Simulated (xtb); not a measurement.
C$_{2}$H$_{5}$O (SMILES [CH2-]OC), charge -1, singlet, geometry from GFN2-xTB, atoms displaced at random by about 0.05 Å a coordinate; GFN2-xTB in xtb.

Here is a job for xtb.
```
$ xtb mol.xyz --gfn 2 --chrg -1 --opt loose --json

# file mol.xyz
8

C      0.04278023     1.33407910    -0.24197647
O     -0.01576651     0.02868230     0.59897547
C      0.04475475    -1.07410931    -0.13854813
H      0.84247815     1.31626233    -0.90705877
H     -1.00316697     1.16589976    -0.84669333
H     -0.04170842    -1.88782806     0.45209997
H     -0.91079826    -1.17398310    -0.80206545
H      0.95524356    -1.09431112    -0.90076249
```

What the program printed (banner, timings and long lists left out):

```
   ID    Z sym.   atoms
    1    6 C      1, 3
    2    8 O      2
    3    1 H      4-8

           -------------------------------------------------
          |                Calculation Setup                |
           -------------------------------------------------

           -------------------------------------------------
          |                 G F N 2 - x T B                 |
           -------------------------------------------------

          ...................................................
          :                      SETUP                      :
          :.................................................:
          :  # basis functions                  17          :
          :  # atomic orbitals                  17          :
          :  # shells                           11          :
          :  # electrons                        20          :
          :  max. iterations                   250          :
          :  Hamiltonian                  GFN2-xTB          :
          :  restarted?                      false          :
          :  GBSA solvation                  false          :
          :  PC potential                    false          :
          :  electronic temp.          300.0000000     K    :
          :  accuracy                    1.0000000          :
          :  -> integral cutoff          0.2500000E+02      :
          :  -> integral neglect         0.1000000E-07      :
          :  -> SCF convergence          0.1000000E-05 Eh   :
          :  -> wf. convergence          0.1000000E-03 e    :
          :  Broyden damping             0.4000000          :
          :  net charge                         -1          :
          :  unpaired electrons                  0          :
          ...................................................

 iter      E             dE          RMSdq      gap      omega  full diag
   1    -10.9566334 -0.109566E+02  0.554E+00    7.40       0.0  T
   2    -11.0397701 -0.831367E-01  0.292E+00    6.87       1.0  T
   3    -11.0407223 -0.952196E-03  0.148E+00    6.88       1.0  T
   4    -11.0410060 -0.283703E-03  0.200E-01    6.75       1.0  T
   5    -11.0410213 -0.153288E-04  0.905E-02    6.74       1.0  T
   6    -11.0410243 -0.296619E-05  0.203E-02    6.76       1.7  T
   7    -11.0410254 -0.114410E-05  0.651E-03    6.76       5.4  T
   8    -11.0410255 -0.381103E-07  0.142E-03    6.76      24.9  T
   9    -11.0410255 -0.266139E-08  0.449E-04    6.76      78.7  T
  10    -11.0410255 -0.616449E-09  0.188E-04    6.76     187.7  T

   *** convergence criteria satisfied after 10 iterations ***

         :::::::::::::::::::::::::::::::::::::::::::::::::::::
         ::                     SUMMARY                     ::
         :::::::::::::::::::::::::::::::::::::::::::::::::::::
         :: total energy             -10.945749675863 Eh    ::
         :: gradient norm              0.162970643580 Eh/a0 ::
         :: HOMO-LUMO gap              6.759843714591 eV    ::
         ::.................................................::
         :: SCC energy               -11.041025219221 Eh    ::
         :: -> isotropic ES            0.164037854232 Eh    ::
         :: -> anisotropic ES         -0.002184273074 Eh    ::
         :: -> anisotropic XC         -0.000382545846 Eh    ::
         :: -> dispersion             -0.004008742541 Eh    ::
         :: repulsion energy           0.095275543358 Eh    ::
         :: add. restraining           0.000000000000 Eh    ::
         :: total charge              -1.000000000000 e     ::
         :::::::::::::::::::::::::::::::::::::::::::::::::::::

      -----------------------------------------------------------
     |                   =====================                   |
     |                        A N C O P T                        |
     |                   =====================                   |
     |               Approximate Normal Coordinate               |
[...]
 * total energy  :   -10.9457497 Eh     change       -0.9690915E-10 Eh
 * total energy  :   -10.9667692 Eh     change       -0.2101950E-01 Eh
 * total energy  :   -10.9698830 Eh     change       -0.3113842E-02 Eh
 * total energy  :   -10.9701737 Eh     change       -0.2907265E-03 Eh
 * total energy  :   -10.9702989 Eh     change       -0.1251337E-03 Eh
 * total energy  :   -10.9703541 Eh     change       -0.5520404E-04 Eh
 * total energy  :   -10.9703657 Eh     change       -0.1160204E-04 Eh
   *** GEOMETRY OPTIMIZATION CONVERGED AFTER 7 ITERATIONS ***
         :: total energy             -10.970365688565 Eh    ::
[...]

         #    Occupation            Energy/Eh            Energy/eV
      -------------------------------------------------------------
         1        2.0000           -0.4535829             -12.3426
         2        2.0000           -0.4099420             -11.1551
         3        2.0000           -0.3412693              -9.2864
         4        2.0000           -0.3250972              -8.8463
         5        2.0000           -0.3136073              -8.5337
         6        2.0000           -0.2695221              -7.3341
         7        2.0000           -0.2098147              -5.7093
         8        2.0000           -0.2035623              -5.5392
         9        2.0000           -0.1442215              -3.9245
        10        2.0000           -0.0451045              -1.2274 (HOMO)
        11                          0.2684621               7.3052 (LUMO)
        12                          0.3030346               8.2460
        13                          0.3491911               9.5020
        14                          0.3530746               9.6076
        15                          0.3991194              10.8606
        16                          0.4017125              10.9312
        17                          0.4513041              12.2806
      -------------------------------------------------------------
                  HL-Gap            0.3135666 Eh            8.5326 eV
             Fermi-level            0.1116788 Eh            3.0389 eV

     #   Z          covCN         q      C6AA      α(0)
     1   6 C        2.681    -0.193    33.052     9.408
     2   8 O        1.692    -0.421    21.254     6.224
     3   6 C        3.633     0.126    18.885     6.255
     4   1 H        0.913    -0.187     9.891     4.919
     5   1 H        0.913    -0.187     9.911     4.924
     6   1 H        0.922    -0.051     4.117     3.173
     7   1 H        0.921    -0.043     3.927     3.099
     8   1 H        0.921    -0.044     3.940     3.104

 Mol. C6AA /au·bohr⁶  :        724.716991
 Mol. C8AA /au·bohr⁸  :      13784.387564
 Mol. α(0) /au        :         41.107706

Wiberg/Mayer (AO) data.
largest (>0.10) Wiberg bond orders for each atom

 ---------------------------------------------------------------------------
     #   Z sym  total        # sym  WBO       # sym  WBO       # sym  WBO
 ---------------------------------------------------------------------------
     1   6 C    2.801 --     4 H    0.951     5 H    0.951     2 O    0.845
     2   8 O    1.980 --     3 C    1.057     1 C    0.845
     3   6 C    3.989 --     2 O    1.057     6 H    0.970     8 H    0.963
                             7 H    0.963
     4   1 H    0.965 --     1 C    0.951
     5   1 H    0.965 --     1 C    0.951
     6   1 H    0.997 --     3 C    0.970
     7   1 H    0.998 --     3 C    0.963
     8   1 H    0.998 --     3 C    0.963
 ---------------------------------------------------------------------------

Topologies differ in total number of bonds
Writing topology from bond orders to xtbtopo.mol

molecular dipole:
                 x           y           z       tot (Debye)
 q only:        0.048      -1.310       0.289
   full:        0.048      -2.050      -0.297       5.266
molecular quadrupole (traceless):
                xx          xy          yy          xz          yz          zz
 q only:        1.580       0.179      -2.312      -0.080       2.356       0.732
  q+dip:        3.736       0.284      -5.959      -0.060       1.018       2.222
   full:        3.440       0.256      -5.494      -0.049       0.664       2.055

optimized geometry written to: xtbopt.xyz

           -------------------------------------------------
          | TOTAL ENERGY              -10.970365688565 Eh   |
          | GRADIENT NORM               0.001045449135 Eh/α |
          | HOMO-LUMO GAP               8.532581073252 eV   |
           -------------------------------------------------

normal termination of xtb
```
